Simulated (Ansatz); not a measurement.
Species: sum formula NbOCl, net charge 0, triplet state. The spin state was set by rule; other spins were not relaxed. 
Structure (B3LYP-D3(BJ)/def2-TZVP (Ansatz, a program for electronic structure) minimum search):
```
Nb
O 1 1.6928
Cl 1 2.3272 2 116.16
```
Charge 0, spin multiplicity 3.

Parts of the frozen-core correlation energy in def2-TZVPP (Ansatz, hartree). Frozen orbitals: 10; correlated occupied orbitals by spin: 10 and 8; virtual: 109 and 111. UHF or UKS for open shells. Spin-orbit coupling is left out. Past Kr the def2 sets carry scalar-relativistic core potentials.

```csv
term,value
reference (HF),-590.86606
MP2 opposite-spin,-0.40257
MP2 same-spin,-0.17142
CCSD correlation,-0.56762
(T),-0.03454
T1 diagnostic,0.032
largest doubles amplitude,0.047
<S^2> of the reference,2.056
```
